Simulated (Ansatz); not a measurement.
SiOF2, SMILES O=[Si](F)F.

The structure is a stationary point at B3LYP-D3(BJ)/def2-TZVP.

Two levels are set side by side: PBE/def2-SVPD (Ansatz, an electronic-structure program) and PBE0/def2-SVPD (Ansatz). Energy differences of separate SCF runs at the same geometry; the states with an electron removed or added have multiplicity 2 and 2. Differences are taken from unrounded values.

```
quantity                             PBE
---------------------------------  -----
vertical ionisation energy (eV)    12.30
vertical electron affinity (eV)     0.53
vertical singlet–triplet gap (eV)   5.07
```

Task: These are the PBE values. What does PBE0 give? (Estimate from the structure and the level; the computed values follow.)

Result: 
| quantity | PBE0 | PBE minus PBE0 |
|---|---|---|
| vertical ionisation energy (eV) | 12.24 | 0.06 |
| vertical electron affinity (eV) | 0.46 | 0.07 |
| vertical singlet–triplet gap (eV) | 5.03 | 0.04 |
